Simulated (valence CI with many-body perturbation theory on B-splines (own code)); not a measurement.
# E1 transitions of Ba5+

Calculated by relativistic CI+MBPT: five valence electrons over a frozen Dirac-Fock core [Kr] 4d10, radial functions for each j: 11 s, 11 p, 10 d, 8 f, 5 g, 2 h, with the one-electron correlation potential Σ1 (screened to all orders), the two-electron term Σ2, the three-electron term Σ3, Breit, model QED; selected single and double excitations, second order for the rest, scaled by the run's own slope (own B-spline code, finite nucleus).

Set against measurement, 45 paired levels are off by 340 cm⁻¹ on average, the worst by 785. These come from a selection out of Sansonetti and Curry, J. Phys. Chem. Ref. Data 39, 043103 (2010). Levels without a partner in it may be off by more, other configurations by several thousand cm⁻¹. Among the levels kept, up to 2800 cm⁻¹ of a level comes from second order outside the variational space, and about a tenth of that is noise between levels of different J, which matters for small intervals. 1 measured level below the end of the list, from 200938 cm⁻¹ on, found no clear computed partner.

Lines 351 to 400 of 584 in falling wavelength, among levels below 330340 cm⁻¹, chosen from the strongest by gf and those to the six lowest levels. Wavelengths and rates use the calculated energies, so an error of 300 cm⁻¹ moves a line at 65.41 nm by 0.2 % and its rate by three times that or more. Electric multipoles are in the length gauge, E1 and E2 with the static RPA response of the core. Weak lines are less certain than strong ones. Lines between different terms over intervals too small for the method are left out, as are lines whose strength nearly cancels. Where a level lies close to another of its J and parity, the split of strength between their lines is uncertain. The highest levels of a list are the least certain.

Names give the largest LS component (configuration and term), which can be under half, so a name can repeat, a term be missing and a line seem to break the LS rules; names also repeat where a configuration has a term twice. Letters in brackets count levels of one name in rising energy.

```
λ vac (nm)  λ from measured levels                Upper                 Lower   A (s⁻¹)  log gf  Branch %
     66.10                          5s²5p²5d ⁴D_1/2 [b]        5s²5p³ ²P°_3/2  1.25e+09   -0.79      57.3
     66.09                           4f5s5p³ ⁴F_7/2 [c]  4f5s²5p² ⁴G°_7/2 [b]  1.45e+08   -1.12       9.9
     66.04                           4f5s5p³ ⁴G_5/2 [b]      4f5s²5p² ⁴F°_3/2  1.57e+08   -1.21       5.5
     66.02                           4f5s5p³ ⁴F_3/2 [c]  4f5s²5p² ²D°_5/2 [a]  1.05e+09   -0.56      35.4
     65.97                           4f5s5p³ ⁴F_5/2 [c]  4f5s²5p² ⁴G°_7/2 [b]  8.73e+08   -0.47      54.0
     65.96                           4f5s5p³ ²D_3/2 [b]      4f5s²5p² ⁴F°_5/2  2.29e+08   -1.22      13.4
     65.87                           4f5s5p³ ²G_9/2 [c]  4f5s²5p² ²G°_9/2 [b]  4.39e+08   -0.54      21.1
     65.83                           4f5s5p³ ⁴G_7/2 [b]      4f5s²5p² ⁴D°_7/2  8.93e+07   -1.33       5.0
     65.74                           4f5s5p³ ²D_3/2 [c]  4f5s²5p² ²D°_3/2 [a]  1.93e+08   -1.30       4.9
     65.61                           4f5s5p³ ⁴D_5/2 [b]      4f5s²5p² ⁴F°_3/2  1.24e+08   -1.32       6.2
     65.60                           4f5s5p³ ⁴G_7/2 [b]      4f5s²5p² ⁴G°_9/2  4.04e+08   -0.68      22.8
     65.60                           4f5s5p³ ²F_5/2 [b]  4f5s²5p² ²D°_5/2 [a]  1.57e+08   -1.22       6.4
     65.58                           4f5s5p³ ⁴D_7/2 [b]  4f5s²5p² ²G°_9/2 [a]  1.54e+09   -0.10      62.1
     65.51                           4f5s5p³ ²G_9/2 [b]  4f5s²5p² ²G°_9/2 [a]  1.11e+08   -1.15       6.1
     65.41                   65.38  5s²5p²5d ²P_3/2 [a]        5s²5p³ ²D°_5/2  8.53e+08   -0.66      69.4
     65.25                           4f5s5p³ ⁴D_7/2 [b]      4f5s²5p² ⁴D°_5/2  1.08e+08   -1.26       4.3
     65.25                           4f5s5p³ ⁴G_5/2 [b]      4f5s²5p² ⁴D°_7/2  6.88e+08   -0.58      24.2
     64.91                           4f5s5p³ ⁴G_7/2 [b]  4f5s²5p² ²D°_5/2 [a]  1.09e+08   -1.26       6.2
     64.65                           4f5s5p³ ⁴G_7/2 [b]  4f5s²5p² ⁴G°_7/2 [b]  3.95e+08   -0.70      22.3
     64.09                           4f5s5p³ ⁴G_5/2 [b]  4f5s²5p² ⁴G°_7/2 [b]  6.91e+08   -0.59      24.3
     64.01                           4f5s5p³ ⁴D_7/2 [b]      4f5s²5p² ⁴G°_9/2  2.33e+08   -0.94       9.4
     63.82                   63.80      5s²5p²5d ⁴F_3/2        5s²5p³ ²D°_5/2  7.58e+08   -0.73      48.6
     63.75                           4f5s5p³ ²D_5/2 [b]      4f5s²5p² ⁴F°_7/2  3.65e+08   -0.87      11.6
     63.70                               4f5s5p³ ²F_7/2      4f5s²5p² ⁴D°_5/2  2.28e+08   -0.95      12.0
     63.69                           4f5s5p³ ⁴D_5/2 [b]  4f5s²5p² ⁴G°_7/2 [b]  2.53e+08   -1.03      12.7
     63.66                           4f5s5p³ ²D_5/2 [b]      4f5s²5p² ⁴D°_3/2  1.35e+08   -1.31       4.3
     63.48                   63.40  5s²5p²5d ⁴D_1/2 [a]        5s²5p³ ²P°_1/2  3.43e+08   -1.38      33.2
     63.43                           4f5s5p³ ²D_3/2 [c]      4f5s²5p² ⁴D°_1/2  5.38e+08   -0.89      13.7
     63.32                           4f5s5p³ ²D_3/2 [c]      4f5s²5p² ⁴F°_5/2  5.60e+08   -0.87      14.3
     63.28                   63.23         5s5p⁴ ²D_3/2        5s²5p³ ⁴S°_3/2  8.51e+07   -1.69       6.7
     63.26                           4f5s5p³ ²D_3/2 [c]      4f5s²5p² ⁴D°_3/2  6.26e+08   -0.82      16.0
     63.16                             5s²5p²6p ²D°_5/2          5s5p⁴ ²D_5/2  1.71e+08   -1.21       5.1
     62.90                           4f5s5p³ ²G_7/2 [c]      4f5s²5p² ⁴D°_5/2  1.72e+08   -1.09       8.5
     62.82                   62.80  5s²5p²5d ²P_3/2 [a]        5s²5p³ ²D°_3/2  6.84e+07   -1.79       5.6
     62.53                   62.50      5s²5p²5d ⁴F_5/2        5s²5p³ ²D°_5/2  6.39e+07   -1.65       4.6
     62.22                           4f5s5p³ ⁴F_5/2 [c]  4f5s²5p² ⁴G°_7/2 [a]  1.55e+08   -1.27       9.6
     62.12                   62.07      5s²5p²5d ⁴D_3/2        5s²5p³ ²P°_1/2  4.86e+07   -1.95       1.7
     61.99                           4f5s5p³ ²G_9/2 [c]     4f5s²5p² ⁴G°_11/2  5.07e+08   -0.53      24.3
     61.94                           4f5s5p³ ²G_7/2 [c]      4f5s²5p² ⁴D°_7/2  1.12e+08   -1.29       5.6
     61.92                             5s²5p²6p ²P°_3/2          5s5p⁴ ²D_3/2  2.89e+08   -1.18       9.0
     61.89                               4f5s5p³ ²F_7/2  4f5s²5p² ²D°_5/2 [a]  1.69e+08   -1.11       8.9
     61.84                              5s5p³5d ⁶D°_3/2          5s5p⁴ ⁴P_5/2  8.36e+07   -1.72      34.1
     61.77                   61.80         5s5p⁴ ²P_1/2        5s²5p³ ²D°_3/2  1.94e+09   -0.65      62.2
     61.74                           4f5s5p³ ²G_7/2 [c]      4f5s²5p² ⁴G°_9/2  2.90e+08   -0.88      14.3
     61.69                              5s5p³5d ⁶D°_5/2          5s5p⁴ ⁴P_5/2  1.51e+08   -1.29      72.6
     61.66                           4f5s5p³ ²F_5/2 [b]  4f5s²5p² ⁴G°_7/2 [a]  4.78e+08   -0.79      19.5
     61.52                           4f5s5p³ ⁴F_9/2 [c]  4f5s²5p² ⁴G°_7/2 [a]  4.51e+08   -0.59      23.6
     61.51                              5s5p³5d ⁶D°_7/2          5s5p⁴ ⁴P_5/2  6.21e+07   -1.55      49.7
     61.40                           4f5s5p³ ²D_5/2 [b]      4f5s²5p² ⁴F°_3/2  1.47e+08   -1.30       4.7
     61.35                   61.34      5s²5p²5d ⁴F_3/2        5s²5p³ ²D°_3/2  2.94e+08   -1.18      18.9
```

Task: How does gf follow from A for the line at 63.70 nm?

Result: gf = 1.4992 × (2J+1)_upper × A / σ², with σ = 156981 cm⁻¹ and 2J+1 = 8: gf = 0.111.
